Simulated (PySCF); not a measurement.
W(NH)(S)(NH2)2 (H₅N₃SW), SMILES [NH]=[W]([NH2])([NH2])=[S], multiplicity 1.

The structure is a stationary point at PBE0-D3(BJ)/def2-SVP. The multiplicity is an assumed one; no other spin state was optimised. The structure was generated by enumeration; whether it is a known compound was not checked. The def2 effective core potentials stand for the cores of W; spin–orbit coupling is left out. The values are those of a single conformer.

Two levels are set side by side: PBE/def2-TZVP (PySCF) and M06-2X/def2-TZVP (PySCF). Same geometry, gas phase. Differences are taken from unrounded values.

```csv
quantity,M06-2X
orbital gap (eV),7.45
highest occupied level (eV),-8.00
lowest empty level (eV),-0.55
dipole moment (D),3.25
mean polarisability (bohr³),84.5
```

Q: What does PBE give, and how far is it from M06-2X? (Estimate from the structure and the level; the computed values follow.)

A: 
| quantity | PBE | PBE minus M06-2X |
|---|---|---|
| orbital gap (eV) | 3.49 | -3.96 |
| highest occupied level (eV) | -5.67 | 2.33 |
| lowest empty level (eV) | -2.18 | -1.63 |
| dipole moment (D) | 3.30 | 0.05 |
| mean polarisability (bohr³) | 86.6 | 2.1 |

PBE's occupied levels lie high since its potential decays too fast outside the molecule; exact exchange lowers them and widens the gap. Differences between two approximate levels are no errors against the true value.

Rough cost on one machine, each run with all the roots and properties that it gave: M06-2X against PBE about 3 times.
